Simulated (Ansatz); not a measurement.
Total energies of ClH6MgNSi2, SMILES `[SiH3][N]([SiH3])[Mg][Cl]`.

```xyz
11

Si   -0.543    1.465    0.563
N    -0.093   -0.086   -0.006
Si    1.472   -0.574   -0.500
Mg   -1.467   -1.406   -0.099
Cl   -3.034   -2.908   -0.206
H    -0.339    2.548   -0.440
H    -2.010    1.404    0.872
H     0.165    1.869    1.811
H     1.992    0.190   -1.669
H     1.365   -2.013   -0.909
H     2.492   -0.488    0.583
```

Charge 0, multiplicity 1. Correlated methods include outer-core shells of Mg, which these sets cover unevenly. The structure was optimised at the PBE0-D4/def2-TZVP level. It is one conformer, not always the lowest. Basis def2-TZVPP, Ansatz.

RPA on PBE orbitals: Hartree–Fock energy of these orbitals -1295.07037 Eh, correlation -1.44496 Eh (frozen core).

```tsv
functional	energy without D4 (Eh)	D4 term (kJ/mol)
LDA (SPW92)	-1292.56548	–
revPBE	-1297.54149	-74.6
BLYP	-1297.78765	-59.6
r2SCAN	-1297.68217	-7.1
B97M-V	-1297.50401	–
PBE0	-1297.24877	-24.1
B3LYP	-1297.90733	-45.3
r2SCANh	-1297.67327	-7.7
r2SCAN0	-1297.66100	-8.5
HSE06 (plane-wave form)	-1297.21901	-22.8
BHLYP	-1297.79792	-38.3
CAM-B3LYP	-1297.82659	-25.0
LC-ωPBE	-1297.40742	–
B2PLYP	-1297.34306	–
```

Question: Give the same for PBE, ωB97X-V, ωB97M-V, PBE-QIDH. (Best estimate.)

Answer: The calculation gave: 
```json
{"functional": "PBE", "energy without D4 (Eh)": "-1297.12289", "D4 term (kJ/mol)": "-28.0"}
{"functional": "ωB97X-V", "energy without D4 (Eh)": "-1297.61357", "D4 term (kJ/mol)": "–"}
{"functional": "ωB97M-V", "energy without D4 (Eh)": "-1297.71626", "D4 term (kJ/mol)": "–"}
{"functional": "PBE-QIDH", "energy without D4 (Eh)": "-1296.96243", "D4 term (kJ/mol)": "–"}
```

B3LYP takes the VWN-RPA correlation (the form of Gaussian; ORCA's B3LYP/G). HSE06 is the plane-wave form, built on full-range PBE exchange. The double hybrids freeze the cores in their second-order part.

LC-ωPBE has ω = 0.4 bohr⁻¹.
